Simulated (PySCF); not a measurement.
AsFH4O2Si.

```xyz
9

O     -0.8581    -1.1219     1.5829
Si    -0.8089    -0.2650     0.1790
O     -1.9133     0.9617     0.3117
F     -1.2704    -1.1970    -1.0761
As     1.3728     0.4749    -0.3180
H     -1.7308    -1.2453     1.9795
H     -2.1894     1.4078    -0.4978
H      1.6091     0.8625     1.1414
H      1.9363    -0.9299    -0.1056
```

Geometry optimised at B3LYP-D3(BJ)/def2-SVP. The structure was generated by enumeration, and PubChem lists no compound with its InChIKey, so it may never have been made. Other conformers were not sampled.

Level of theory: PBE0/pcSseg-1 (PySCF). Non-relativistic, no solvent.

Task: Give the absolute GIAO shielding of each atom: isotropic value and principal components (ppm). (An estimate is asked for; the answer gives what the named calculation found.)

Result: 
| atom | σ(iso) | σ11 | σ22 | σ33 | span |
|---|---|---|---|---|---|
| O1 | 262.7 | 223.1 | 243.5 | 321.5 | 98.4 |
| Si2 | 369.6 | 325.4 | 374.5 | 408.9 | 83.5 |
| O3 | 257.3 | 224.7 | 242.8 | 304.3 | 79.6 |
| F4 | 279.3 | 222.7 | 245.4 | 369.7 | 146.9 |
| As5 | 1965.7 | 1858.1 | 1976.7 | 2062.4 | 204.3 |
| H6 | 28.6 | 20.5 | 22.4 | 42.8 | 22.3 |
| H7 | 29.0 | 21.8 | 23.5 | 41.7 | 19.9 |
| H8 | 29.2 | 22.1 | 24.2 | 41.3 | 19.2 |
| H9 | 29.1 | 22.0 | 24.1 | 41.1 | 19.0 |
